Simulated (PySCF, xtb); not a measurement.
Si(H)2(Me)2 cation (C2H8Si), SMILES C[SiH2]C (connectivity only; charge and spin as stated), charge +1, multiplicity 2.

Coordinates come from a PBE-D3(BJ)/def2-SVP optimisation. The multiplicity is an assumed one; other spin states were not compared. The isomer is the one that the SMILES or the coordinates give; other isomers of the formula were not compared.

Calculation: C-PCM-B3LYP/def2-SVP in PySCF.

The values are the electrostatic part of the solvation free energy, E(continuum) − E(gas) at the gas-phase geometry, in a cavity of scaled van der Waals radii (PySCF's table); cavitation and dispersion terms are not included.

```
solvent              ε  ΔG(elec) (kcal/mol)
---------------  -----  -------------------
water            78.36                -58.1
chlorobenzene     5.70                -48.5
tetrahydrofuran   7.43                  ___
```

### Question
Some entries are withheld; supply them. (Estimate from the structure and the level; the computed values follow.)

### Answer

- tetrahydrofuran, ΔG(elec) (kcal/mol): -50.9

For comparison, GFN2-xTB/ALPB(water) (xtb, at the GFN2-xTB geometry, all terms of that model) gives -53.4 kcal/mol.
